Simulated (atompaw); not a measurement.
## Which change was made? (Os, PAW (atompaw))

osmium, PAW, made with atompaw 4.2.0.5 (LDA (PW92), scalar-relativistic). Core [Xe] 4f14, reference 5d6 6s0 6p0 (charge +2). Waves: 6s (bound, empty); 6s channel at 3.2 Ry; 6p (bound, empty); 6p channel at 4.3 Ry; 5d (bound); 5d channel at -1.1 Ry. Local part: bessel scheme, radius 2.40 bohr. Core correction: smooth core density matched at 2.40 bohr. Augmentation charge: sinc compensation charge, radius 2.20 bohr; PAW radius 2.85 bohr; waves and projectors: bloechl.

Cutoffs, loose and tight: the cutoffs (Ry, on a coarse ladder) from which the occupation-weighted sum of valence levels, in a spherical-Bessel basis at the reference potential, stays within 10 and 1 mRy of its value at 400 Ry. They see the waves, projectors and local potential, not the compensation charge or the core.

The base gives: outcome: generated; cutoff, loose: 21 Ry; cutoff, tight: 30 Ry; bound ghosts: none.

(1) After one change the result is: outcome: generated; cutoff, loose: 18 Ry; cutoff, tight: 25 Ry; bound ghosts: none. Which change was it?
A. local potential vpsmatchnc scheme with l = 3 at 0 Ry, radius 2.40 bohr
B. core [Kr] 4d10 4f14, valence charge 16; reference 5s2 5p6 5d6 6s2 6p0; waves now 5s (bound); 6s (bound); 5p (bound); 6p (bound); 5d (bound); 5d channel at 1.75 Ry; local potential bessel scheme, radius 2.00 bohr; core correction smooth core density matched at 2.10 bohr; augmentation sinc compensation charge, radius 2.00 bohr; PAW radius 2.55 bohr; waves and projectors: bloechl
C. reference 5d6 6s2 6p0

Results:

(1) C. The others give: local potential vpsmatchnc scheme with l = 3 at 0 Ry, radius 2.40 bohr → outcome: generated; cutoff, loose: 45 Ry; cutoff, tight: 60 Ry; bound ghosts: s | core [Kr] 4d10 4f14, valence charge 16; reference 5s2 5p6 5d6 6s2 6p0; waves now 5s (bound); 6s (bound); 5p (bound); 6p (bound); 5d (bound); 5d channel at 1.75 Ry; local potential bessel scheme, radius 2.00 bohr; core correction smooth core density matched at 2.10 bohr; augmentation sinc compensation charge, radius 2.00 bohr; PAW radius 2.55 bohr; waves and projectors: bloechl → outcome: generated; cutoff, loose: 30 Ry; cutoff, tight: 40 Ry; bound ghosts: none.
